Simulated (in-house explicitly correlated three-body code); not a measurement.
Computed with an exponentially correlated three-body code. Model: two electrons around a point charge, non-relativistic, variational in 260 exponentially correlated functions (energies converged to about 1e-7 hartree, or 1e-8 relative for large Z).

Command:
```bash
python run_hyl.py task.json out
```
Settings (lengths in bohr, energies in hartree):
```
Z                      4
screening              3.6
interaction_strength   1
functions              260
states_tried           1
```

Time taken, with all properties: 9.7 s on 1 thread of Arm Neoverse V2, with other jobs on the host.

**Ground state only, binding against the one-electron ion.**

Given: nuclear charge 4; Yukawa screening of all interactions 3.6 1/bohr.

Computed: one-electron threshold -0.389027101 hartree.

| term | energy (hartree) | binding (eV) |
| --- | --- | --- |
| 1 1S | -0.602718592 | 5.8148 |

**Converged states only, values per electron or pair (inverse distances are <exp(-kr)/r>).**

| term | mean r (bohr) | mean r squared (bohr²) | mean inverse r (1/bohr) | mean r12 (bohr) | mean inverse r12 (1/bohr) | mean cosine | mean p1 dot p2 (bohr⁻²) | delta r1 (bohr⁻³) | delta r12 (bohr⁻³) |
| --- | --- | --- | --- | --- | --- | --- | --- | --- | --- |
| 1 1S | 0.96725 | 1.5391 | 0.66115 | 1.4925 | 0.1339 | -0.012947 | 0.049733 | 5.656 | 0.23204 |
